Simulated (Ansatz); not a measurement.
Consider the redistribution: `O[Si](O)(O)[TeH]` + `C=CS[SiH3]` → `C=CS[Si](O)(O)O` + `[SiH3][TeH]`.

Isolated molecules relaxed with PBE0-D4/def2-TZVP in Ansatz; ΔE leaves out vibrations. CCSD(T)/CBS is the MP2 limit (def2-TZVPP, def2-QZVPP) plus CCSD(T) − MP2 in def2-TZVPP, frozen cores. Functionals use def2-TZVPP. B3LYP here is the variant with VWN-RPA as its local correlation; programs differ in this. def2 core potentials past Kr. For Te outer-core shells are correlated without core-valence functions, which leaves a few kJ/mol of doubt a bond. Each species was taken in one conformer, which may not be the lowest.

```csv
level,ΔE (kcal/mol),difference from CCSD(T)/CBS
PBE-D4,-3.0,-0.4
r2SCAN-D4,-3.4,-0.8
B3LYP-D4,-2.9,-0.3
ωB97M-V,-2.9,-0.3
B2PLYP,-2.1,0.5
PBE,-2.2,0.4
r2SCAN,-3.1,-0.5
B3LYP,-1.7,0.9
HF/def2-TZVPP,-1.7,0.9
MP2/def2-TZVPP,-2.6,0.0
CCSD/def2-TZVPP,-2.7,-0.1
CCSD(T)/def2-TZVPP,-3.0,-0.4
MP2/def2-QZVPP,-2.3,0.3
SCS-MP2/def2-QZVPP,-2.0,0.6
MP2/CBS(def2),-2.1,0.5
CCSD/CBS(def2),-2.3,0.3
CCSD(T)/CBS,-2.6,0
```

Largest T1 diagnostic among the species: 0.012.

In def2-TZVPP, CCSD(T) changes the Hartree–Fock value by −1.3 kcal/mol (the triples alone add −0.3 kcal/mol) and MP2 by −0.9 kcal/mol. The D4 term adds −1.2 kcal/mol with B3LYP and −0.7 kcal/mol with PBE0; it sums over pairs of atoms, weighted by their polarisabilities, and B3LYP, whose exchange is more repulsive, gets the larger term.
